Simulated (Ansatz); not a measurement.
Diatomic I₂+, multiplicity 4 (an upper state: multiplicity 2 came lower at CCSD(T)/def2-TZVPP on PBE0 minima). No spin–orbit coupling.

The constants come from a fifth-degree fit in 1/R (seven points, main isotopes). In def2 and cc sets the state is the lowest found near the PBE0 minimum, followed along R.

Correlated levels freeze the inner cores; with def2 sets outer-core shells near the valence are correlated too.

Programs: Ansatz (Gaussian orbitals).  In def2 rows elements past Kr take small-core potentials, without spin–orbit coupling.

```tsv
level	r_e (Å)	ω_e (cm⁻¹)	ω_e x_e (cm⁻¹)
PBE/def2-TZVPP	2.958	144	0.47
wB97X-V/def2-TZVPP	3.102	…	0.28
CCSD/def2-TZVPP	2.898	165	0.39
CCSD(T)/def2-TZVPP	…	…	0.41
```

**Question.** What belongs in the gaps?

**Answer.** 
- CCSD(T)/def2-TZVPP, r_e (Å): 2.968
- CCSD(T)/def2-TZVPP, ω_e (cm⁻¹): 143
- wB97X-V/def2-TZVPP, ω_e (cm⁻¹): 114

Doubts at one or more of the structures used: other coupled-cluster roots lie near (CCSD/def2-TZVPP, CCSD(T)/def2-TZVPP).

Ansatz is a first-principles code.
